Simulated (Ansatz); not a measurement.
Start from `[OH][GeH]([SiH3])[SH]` and change one atom or group to get `[OH][GeH]([SH])[SeH]`.

Ansatz, PBE0-D4/def2-TZVP geometries, multiplicity 1. Each molecule was computed in one conformer, which needn't be the lowest.

Scalar relativity is left out up to krypton.

```json
{"property": "HOMO energy (PBE/def2-TZVPP) / eV", "`[OH][GeH]([SiH3])[SH]`": "-6.22"}
{"property": "HOMO energy (B3LYP/def2-TZVPP) / eV", "`[OH][GeH]([SiH3])[SH]`": "-7.19"}
{"property": "HOMO energy (PBE0/def2-TZVPP) / eV", "`[OH][GeH]([SiH3])[SH]`": "-7.44"}
{"property": "HOMO–LUMO gap (PBE/def2-TZVPP) / eV", "`[OH][GeH]([SiH3])[SH]`": "5.07"}
{"property": "size of the dipole moment (PBE/def2-TZVPP) / D", "`[OH][GeH]([SiH3])[SH]`": "0.33"}
{"property": "LUMO energy (PBE0/def2-TZVPP) / eV", "`[OH][GeH]([SiH3])[SH]`": "-0.28"}
```

**Question.** Give the same properties after the change, and the shifts. (Best estimate.)

**Answer.** Ansatz gave: 
```tsv
property	`[OH][GeH]([SH])[SeH]`	shift
HOMO energy (PBE/def2-TZVPP) / eV	-6.17	0.05
HOMO energy (B3LYP/def2-TZVPP) / eV	-7.11	0.08
HOMO energy (PBE0/def2-TZVPP) / eV	-7.36	0.08
HOMO–LUMO gap (PBE/def2-TZVPP) / eV	4.50	-0.57
size of the dipole moment (PBE/def2-TZVPP) / D	0.87	0.54
LUMO energy (PBE0/def2-TZVPP) / eV	-0.77	-0.49
```

With PBE0 the HOMO rises by 0.08 eV and the LUMO falls by 0.49 eV, so the gap narrows by about 0.57 eV. PBE moves the HOMO by 0.05 eV and ωB97M-V by 0.05 eV. Dipoles are sizes alone; their direction can turn.

B3LYP here is the variant with VWN-RPA as its local correlation; programs differ in this.

Spin–orbit coupling is left out; it splits and shifts lone-pair levels of the heavy atoms by tenths of an eV.
